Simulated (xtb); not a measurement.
C2H5FMg, SMILES C[CH2][Mg][F]. All values are semi-empirical tight-binding results from xtb (GFN2-xTB unless named), good for trends rather than for accurate numbers. The structure is a stationary point at GFN2-xTB. Other conformers were not sampled.

Optimised geometry:

```xyz
9

Mg     0.5149    -0.1009     1.0197
F      0.7039     1.5710     0.6244
C     -0.5486    -1.2260    -0.3961
C     -0.8413    -0.2909    -1.5468
H     -1.4723    -1.5929     0.0494
H      0.0492    -2.0743    -0.7262
H      0.0843     0.0737    -1.9949
H     -1.4160     0.5718    -1.2065
H     -1.4182    -0.8040    -2.3204
```
Charge 0, spin multiplicity 1.

For metal compounds this method's bond lengths and energies can be far off.

Computed properties:
The orbital gap is 2.78 eV and the zero-point energy is 40.2 kcal/mol. The G − E(el) at 298.15 K (modified RRHO) is 21.5 kcal/mol.

Computed atomic charges and the Wiberg bond orders between heavy atoms:
charges (e) Mg1 0.40, F2 -0.43, C3 -0.13, C4 -0.11, H5 0.04, H6 0.04, H7 0.06, H8 0.07, H9 0.05. Bond orders Mg1–F2 0.93, Mg1–C3 0.94, C3–C4 1.04.
